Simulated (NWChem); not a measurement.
C₃H₂F₃ cation

```xyz
8

C     -1.2551    -1.4034     0.0000
C     -0.0500    -0.7562     0.0000
F      1.1138    -1.3673     0.0000
C      0.0260     0.6788     0.0000
F     -1.0053     1.4239     0.0000
F      1.1407     1.2798     0.0000
H     -2.2047    -0.8450     0.0000
H     -1.2795    -2.5068     0.0000
```
Atoms are numbered in this order, from 1.

Level: PBE-D3(BJ)/def2-SVP (NWChem), optimised geometry, unscaled harmonic frequencies. 

Problem. List the harmonic frequencies with IR intensities, and the thermochemistry.

Solution. 
| frequency (cm⁻¹) | IR intensity (km/mol) |
|---|---|
| 114 | 4.4 |
| 228 | 3.9 |
| 369 | 1.5 |
| 376 | 1.7 |
| 508 | 0.3 |
| 578 | 8.5 |
| 647 | 0.4 |
| 737 | 18.1 |
| 809 | 3.0 |
| 939 | 18.1 |
| 981 | 29.9 |
| 1249 | 100.2 |
| 1360 | 63.0 |
| 1513 | 231.1 |
| 1547 | 565.6 |
| 1602 | 77.3 |
| 3093 | 42.3 |
| 3211 | 40.9 |

| Item | Value |
|---|---|
| zero-point energy | 28.4 kcal/mol |
| thermal correction to the enthalpy at 298.15 K (with zero-point energy) | 32.5 kcal/mol |
| heat capacity Cv | 18.7 cal/(mol K) |
| entropy at 298.15 K and 1 atm (symmetry number 1) | 75.5 cal/(mol K) |

Rigid rotor and harmonic oscillator.
